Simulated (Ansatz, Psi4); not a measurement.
The Ansatz (a first-principles code) input:
Ansatz 0.2 input:
```yaml
crystal:
  periodic: [false, false, false]
  atoms:
    - {symbol: Ba, position_ang: [0.18650156, 0.20127267, 0.18654445]}
    - {symbol: F, position_ang: [-0.80048008, 0.58592680, -1.66796607]}
    - {symbol: F, position_ang: [-0.35997410, -1.83829010, 0.50724504]}
basis:
  gaussian:
    orbitals: def2-SVPD
hamiltonian:
  xc: hf
accuracy: high
```

**Question.** Convert this to an input for Psi4.

**Answer.** Several could match; the one computed here: 
```
memory 2 GB

molecule {
0 1
  Ba    0.18650156    0.20127267    0.18654445
  F    -0.80048008    0.58592680   -1.66796607
  F    -0.35997410   -1.83829010    0.50724504
}

set basis def2-svpd
set scf_type pk
set puream true
set d_convergence 1e-8

energy('scf')
print_variables()
```

Both were run: Ansatz gave -223.958262 Eh and Psi4 -223.958262 Eh, 0.000 mEh apart.
